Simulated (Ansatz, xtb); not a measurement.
# C4H4FNO: which of two isomers lies lower

We compare X, `N#C[C@@H]1C[C@H](F)O1`, a singlet, with Y, `N#C[C@@H]1C[C@@H](F)O1`, a singlet. Both are isolated molecules in the gas phase, relaxed with PBE0-D3(BJ)/def2-SVP.

Estimate E(Y) − E(X) at the level CCSD(T)/def2-SVP + ΔMP2/def2-TZVPP.

CCSD(T)/def2-SVP + ΔMP2/def2-TZVPP gives E(Y) − E(X) = −0.28 kcal/mol, slightly favouring structure Y, which is too small a margin to settle the true order.

Level by level:

```
                             level              geometry  E(Y) − E(X) (kcal/mol)  departure from the last row (kcal/mol)  job, with rough time for the two
                          GFN2-xTB              GFN2-xTB                     −0.49                                   −0.21              optimisation, 0.15 s
                         HF/STO-3G              GFN2-xTB                     −0.05                                   +0.23              single point, 0.42 s
                r2SCAN-D4/def2-SVP              GFN2-xTB                     −0.26                                   +0.02               single point, 3.2 s
              PBE0-D3(BJ)/def2-SVP  PBE0-D3(BJ)/def2-SVP                     −0.24                                   +0.04                optimisation, 36 s
                       HF/def2-SVP  PBE0-D3(BJ)/def2-SVP                     −0.40                                   −0.11           part of the CCSD(T) run
                      MP2/def2-SVP  PBE0-D3(BJ)/def2-SVP                     −0.15                                   +0.13           part of the CCSD(T) run
                  CCSD(T)/def2-SVP  PBE0-D3(BJ)/def2-SVP                     −0.19                                   +0.09                      single point
CCSD(T)/def2-SVP + ΔMP2/def2-TZVPP  PBE0-D3(BJ)/def2-SVP                     −0.28                                                        single point, 64 s
```

As drawn, both hold the same kinds of bond in the same numbers.

The largest departure from CCSD(T)/def2-SVP + ΔMP2/def2-TZVPP is that of HF/STO-3G, 0.23 kcal/mol. The last row adds to CCSD(T) the change of the MP2 difference between the two basis sets, here −0.09 kcal/mol.

With thermal terms from frequencies at re-optimised GFN2-xTB minima (ideal gas, soft modes damped towards free rotors, one conformer each, 298.15 K, 1 atm): the zero-point term adds −0.05 kcal/mol; ΔH is −0.30 and ΔG −0.35 kcal/mol.

The correlated steps freeze 7 core orbitals. Programs: Ansatz 0.2.0, xtb 6.7.1; the last row on 2 threads of Intel(R) Xeon(R) Platinum 8488C (Sapphire Rapids) on a shared host.
